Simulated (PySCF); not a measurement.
Cl$_{4}$Te, charge +1, doublet, at a GFN2-xTB geometry (a state made from the parent by changing its charge; the spin is typed, not shown lowest) (all electrons, no relativity); BHANDHLYP/STO-3G (PySCF).

Input for PySCF:
```python
from pyscf import gto, scf, dft

mol = gto.Mole()
mol.atom = '''
    Te   -0.005723    0.012366    0.266931
    Cl    1.113373   -1.434956   -1.088995
    Cl    1.852796    1.507257    0.739926
    Cl   -1.062936    1.325968   -1.263560
    Cl   -1.885727   -1.436095    0.796134
'''
mol.basis = 'sto-3g'
mol.charge = 1
mol.spin = 1
mol.verbose = 4
mol.build()

mf = dft.UKS(mol)
mf.xc = 'bhandhlyp'
mf.kernel()
mf.analyze()
```

It wrote (shortened):

```
PySCF version 2.14.0

[INPUT] verbose = 4
[INPUT] num. atoms = 5
[INPUT] num. electrons = 119
[INPUT] charge = 1
[INPUT] spin (= nelec alpha-beta = 2S) = 1
[INPUT] symmetry False subgroup None
[INPUT] Mole.unit = angstrom
[INPUT] Symbol           X                Y                Z      unit          X                Y                Z       unit  Magmom
[INPUT]  1 Te    -0.005723000000   0.012366000000   0.266931000000 AA   -0.010814902611   0.023368353256   0.504426484156 Bohr   0.0
[INPUT]  2 Cl     1.113373000000  -1.434956000000  -1.088995000000 AA    2.103970044485  -2.711673840801  -2.057902301021 Bohr   0.0
[INPUT]  3 Cl     1.852796000000   1.507257000000   0.739926000000 AA    3.501277004690   2.848302929334   1.398257492445 Bohr   0.0
[INPUT]  4 Cl    -1.062936000000   1.325968000000  -1.263560000000 AA   -2.008657927941   2.505716369937  -2.387782341955 Bohr   0.0
[INPUT]  5 Cl    -1.885727000000  -1.436095000000   0.796134000000 AA   -3.563507575698  -2.713826238857   1.504475218454 Bohr   0.0

nuclear repulsion = 1043.89188267788
number of shells = 31
number of NR pGTOs = 189
number of NR cGTOs = 63
basis = sto-3g
ecp = {}

******** <class 'pyscf.dft.uks.UKS'> ********
method = UKS
initial guess = minao
damping factor = 0
level_shift factor = 0
DIIS = <class 'pyscf.scf.diis.CDIIS'>
diis_start_cycle = 1
diis_space = 8
diis_damp = 0
SCF conv_tol = 1e-09
SCF conv_tol_grad = None
SCF max_cycles = 50
direct_scf = True
direct_scf_tol = 1e-13
number electrons alpha = 60  beta = 59
XC library pyscf.dft.libxc version 7.1.2
    S. Lehtola, C. Steigemann, M. J. T. Oliveira, and M. A. L. Marques,  SoftwareX 7, 1–5 (2018)
XC functionals = bhandhlyp
    A. D. Becke,  J. Chem. Phys. 98, 1372 (1993)
    Defined through Gaussian implementation.
radial grids:
    Treutler-Ahlrichs [JCP 102, 346 (1995); DOI:10.1063/1.469408] (M4) radial grids

becke partition: Becke, JCP 88, 2547 (1988); DOI:10.1063/1.454033
pruning grids: <function nwchem_prune>
grids dens level: 3
symmetrized grids: False
atomic radii adjust function: <function treutler_atomic_radii_adjust>
small_rho_cutoff = 0
Set gradient conv threshold to 3.16228e-05
tot grids = 97480
init E= -8349.56482917073

cycle= 1 E= -8369.91048083262  delta_E= -20.3  |g|= 0.191  |ddm|= 2.55
cycle= 2 E= -8369.93857871959  delta_E= -0.0281  |g|= 0.105  |ddm|= 0.796
cycle= 3 E= -8369.95279620357  delta_E= -0.0142  |g|= 0.0172  |ddm|= 0.333
cycle= 4 E= -8369.95356281326  delta_E= -0.000767  |g|= 0.00565  |ddm|= 0.0806
cycle= 5 E= -8369.95371409742  delta_E= -0.000151  |g|= 0.00129  |ddm|= 0.0536
cycle= 6 E= -8369.9537193679  delta_E= -5.27e-06  |g|= 0.000527  |ddm|= 0.00797
cycle= 7 E= -8369.95372092136  delta_E= -1.55e-06  |g|= 0.000153  |ddm|= 0.00592
cycle= 8 E= -8369.95372110655  delta_E= -1.85e-07  |g|= 6.2e-05  |ddm|= 0.00191
cycle= 9 E= -8369.95372114448  delta_E= -3.79e-08  |g|= 1.29e-05  |ddm|= 0.0011
cycle= 10 E= -8369.9537211457  delta_E= -1.22e-09  |g|= 2.33e-06  |ddm|= 0.000194
cycle= 11 E= -8369.95372114568  delta_E= 2.18e-11  |g|= 6.71e-07  |ddm|= 2.23e-05
Extra cycle  E= -8369.9537211457  delta_E= -2.18e-11  |g|= 3.55e-07  |ddm|= 3.98e-06
converged SCF energy = -8369.9537211457  <S^2> = 0.78550337  2S+1 = 2.0351937
**** SCF Summaries ****
Total Energy =                       -8369.953721145699092
Nuclear Repulsion Energy =            1043.891882677878129
One-electron Energy =               -13592.896985054248944
Two-electron Energy =                 4179.051381230670813
Two-electron Coulomb Energy =         4463.036521117813209
DFT Exchange-Correlation Energy =     -283.985139887142736
**** MO energy ****
                             alpha | beta                alpha | beta
MO #1   energy= -1112.42782810159  | -1112.42753595163  occ= 1 | 1
MO #2   energy= -166.798075197034  | -166.797770376474  occ= 1 | 1
MO #3   energy= -158.807677935242  | -158.80753144046   occ= 1 | 1
MO #4   energy= -158.807512416238  | -158.807516530976  occ= 1 | 1
MO #5   energy= -158.807463967387  | -158.807048396551  occ= 1 | 1
MO #6   energy= -102.017886315909  | -102.018047671909  occ= 1 | 1
MO #7   energy= -102.017879010946  | -102.018040358178  occ= 1 | 1
MO #8   energy= -101.962733986474  | -101.959796312965  occ= 1 | 1
MO #9   energy= -101.962726653236  | -101.959788944442  occ= 1 | 1
MO #10  energy= -32.7812630850474  | -32.7808042153663  occ= 1 | 1
MO #11  energy= -29.9502213902017  | -29.94992525318    occ= 1 | 1
MO #12  energy= -29.949584096594   | -29.9498692060321  occ= 1 | 1
MO #13  energy= -29.9489230683815  | -29.9481360812712  occ= 1 | 1
MO #14  energy= -21.3466278806789  | -21.3465504193054  occ= 1 | 1
MO #15  energy= -21.3465341796761  | -21.3465501592995  occ= 1 | 1
MO #16  energy= -21.3459604870428  | -21.3456032741522  occ= 1 | 1
MO #17  energy= -21.3455192239674  | -21.3453826466806  occ= 1 | 1
MO #18  energy= -21.3454393428996  | -21.345116440382   occ= 1 | 1
MO #19  energy= -10.0001002501937  | -10.0002971146255  occ= 1 | 1
MO #20  energy= -9.9997722643662   | -9.99996794124437  occ= 1 | 1
MO #21  energy= -9.94797944386526  | -9.94432581827817  occ= 1 | 1
MO #22  energy= -9.94765223169848  | -9.94399272015817  occ= 1 | 1
MO #23  energy= -7.65341960695798  | -7.65416789141332  occ= 1 | 1
MO #24  energy= -7.6530525417256   | -7.65379925874549  occ= 1 | 1
MO #25  energy= -7.63977781847951  | -7.63967120484936  occ= 1 | 1
MO #26  energy= -7.63965825753274  | -7.63959043546832  occ= 1 | 1
MO #27  energy= -7.63925760209102  | -7.63958355562362  occ= 1 | 1
MO #28  energy= -7.63917031979398  | -7.63946851557917  occ= 1 | 1
MO #29  energy= -7.60592246962421  | -7.59277704243071  occ= 1 | 1
MO #30  energy= -7.60557354117196  | -7.59236662808091  occ= 1 | 1
MO #31  energy= -7.58733642131453  | -7.58545252641399  occ= 1 | 1
MO #32  energy= -7.58731194590102  | -7.58538475456582  occ= 1 | 1
MO #33  energy= -7.5871329711218   | -7.58495901877434  occ= 1 | 1
MO #34  energy= -7.58706466413152  | -7.58488064093014  occ= 1 | 1
MO #35  energy= -6.00862670094418  | -6.00771643135116  occ= 1 | 1
MO #36  energy= -4.75098770184388  | -4.75020686272848  occ= 1 | 1
MO #37  energy= -4.74799263960432  | -4.74878376335523  occ= 1 | 1
MO #38  energy= -4.74482009652496  | -4.7426207508941   occ= 1 | 1
MO #39  energy= -1.91560558312063  | -1.91536092618398  occ= 1 | 1
MO #40  energy= -1.91346802127224  | -1.91246011368954  occ= 1 | 1
MO #41  energy= -1.91207223151146  | -1.91214333632565  occ= 1 | 1
MO #42  energy= -1.90781804416905  | -1.90739879594483  occ= 1 | 1
MO #43  energy= -1.90777845096736  | -1.90666091483369  occ= 1 | 1
MO #44  energy= -1.20079394593643  | -1.19978806582844  occ= 1 | 1
MO #45  energy= -1.15045205249608  | -1.15164800404967  occ= 1 | 1
MO #46  energy= -1.11314287555316  | -1.08507154422263  occ= 1 | 1
MO #47  energy= -1.10590717174416  | -1.08061832445717  occ= 1 | 1
MO #48  energy= -0.857028889317661 | -0.844025757876885 occ= 1 | 1
MO #49  energy= -0.727350130299785 | -0.714086651218797 occ= 1 | 1
MO #50  energy= -0.715653882195967 | -0.700163561108414 occ= 1 | 1
MO #51  energy= -0.707055233900647 | -0.67975456603577  occ= 1 | 1
MO #52  energy= -0.603608315238744 | -0.604062515029514 occ= 1 | 1
MO #53  energy= -0.601789023663034 | -0.593321251569027 occ= 1 | 1
MO #54  energy= -0.599551796874917 | -0.592771650382462 occ= 1 | 1
MO #55  energy= -0.594069800284305 | -0.581027653508132 occ= 1 | 1
MO #56  energy= -0.563126107974455 | -0.555853737943646 occ= 1 | 1
MO #57  energy= -0.562966795449031 | -0.553882583992872 occ= 1 | 1
MO #58  energy= -0.562764316908259 | -0.550811605045604 occ= 1 | 1
MO #59  energy= -0.560890748581484 | -0.543771345479071 occ= 1 | 1
MO #60  energy= -0.49525150170427  | -0.315366978211268 occ= 1 | 0
MO #61  energy= -0.250967155302105 | -0.24335214358496  occ= 0 | 0
MO #62  energy= -0.230557832695083 | -0.229798754597635 occ= 0 | 0
MO #63  energy= -0.218370211813626 | -0.170441525964911 occ= 0 | 0

To work with the spin densities directly, `use mulliken_meta_spin()` only printing them here.

 ** Mulliken spin pop alpha/beta on meta-lowdin orthogonal AOs **
 ** Mulliken Spin Density (per AO)  **
spin_pop of  0 Te 1s        0.00000
spin_pop of  0 Te 2s        0.00000
spin_pop of  0 Te 3s        0.00003
spin_pop of  0 Te 4s        0.00004
spin_pop of  0 Te 5s        0.09736
spin_pop of  0 Te 2px      -0.00000
spin_pop of  0 Te 2py      -0.00000
spin_pop of  0 Te 2pz       0.00000
spin_pop of  0 Te 3px      -0.00000
spin_pop of  0 Te 3py      -0.00000
spin_pop of  0 Te 3pz       0.00000
spin_pop of  0 Te 4px      -0.00003
spin_pop of  0 Te 4py      -0.00002
spin_pop of  0 Te 4pz       0.00006
spin_pop of  0 Te 5px      -0.06665
spin_pop of  0 Te 5py      -0.03455
spin_pop of  0 Te 5pz       0.18039
spin_pop of  0 Te 3dxy      0.00000
spin_pop of  0 Te 3dyz     -0.00000
spin_pop of  0 Te 3dz^2     0.00000
spin_pop of  0 Te 3dxz      0.00000
spin_pop of  0 Te 3dx2-y2    0.00000
spin_pop of  0 Te 4dxy      0.00037
spin_pop of  0 Te 4dyz     -0.00003
spin_pop of  0 Te 4dz^2     0.00013
spin_pop of  0 Te 4dxz     -0.00000
spin_pop of  0 Te 4dx2-y2    0.00002
spin_pop of  1 Cl 1s        0.00000
spin_pop of  1 Cl 2s       -0.00000
spin_pop of  1 Cl 3s        0.00081
spin_pop of  1 Cl 2px      -0.00000
spin_pop of  1 Cl 2py      -0.00000
spin_pop of  1 Cl 2pz       0.00000
spin_pop of  1 Cl 3px      -0.01095
spin_pop of  1 Cl 3py      -0.01168
spin_pop of  1 Cl 3pz      -0.00162
spin_pop of  2 Cl 1s       -0.00000
spin_pop of  2 Cl 2s        0.00001
spin_pop of  2 Cl 3s       -0.00389
spin_pop of  2 Cl 2px       0.00006
spin_pop of  2 Cl 2py       0.00004
spin_pop of  2 Cl 2pz      -0.00000
spin_pop of  2 Cl 3px       0.27557
spin_pop of  2 Cl 3py       0.16722
spin_pop of  2 Cl 3pz      -0.00413
spin_pop of  3 Cl 1s        0.00000
spin_pop of  3 Cl 2s       -0.00000
spin_pop of  3 Cl 3s        0.00081
spin_pop of  3 Cl 2px      -0.00000
spin_pop of  3 Cl 2py      -0.00000
spin_pop of  3 Cl 2pz      -0.00000
spin_pop of  3 Cl 3px      -0.01013
spin_pop of  3 Cl 3py      -0.00944
spin_pop of  3 Cl 3pz      -0.00469
spin_pop of  4 Cl 1s       -0.00000
spin_pop of  4 Cl 2s        0.00001
spin_pop of  4 Cl 3s       -0.00389
spin_pop of  4 Cl 2px       0.00006
spin_pop of  4 Cl 2py       0.00004
spin_pop of  4 Cl 2pz      -0.00000
spin_pop of  4 Cl 3px       0.27179
spin_pop of  4 Cl 3py       0.17366
spin_pop of  4 Cl 3pz      -0.00678
 ** Mulliken Spin Density (per atom)  **
spin density of  0 Te =      0.17713
spin density of  1 Cl =     -0.02345
spin density of  2 Cl =      0.43488
spin density of  3 Cl =     -0.02345
spin density of  4 Cl =      0.43488
 ** Mulliken pop alpha/beta on meta-lowdin orthogonal AOs **
 ** Mulliken pop       alpha | beta **
In total            60.00000 | 59.00000
 ** Mulliken atomic charges   ( Nelec_alpha | Nelec_beta ) **
charge of  0Te =      1.19819  (    25.48947     25.31234 )
charge of  1Cl =     -0.04000  (     8.50828      8.53172 )
charge of  2Cl =     -0.05909  (     8.74699      8.31210 )
charge of  3Cl =     -0.04000  (     8.50828      8.53172 )
charge of  4Cl =     -0.05909  (     8.74699      8.31211 )

WARN: System has nonzero charge 1; the dipole moment is origin-dependent.
Location of origin: [0. 0. 0.]

Dipole moment(X, Y, Z, Debye): -0.00845,  0.01823,  0.39370
```
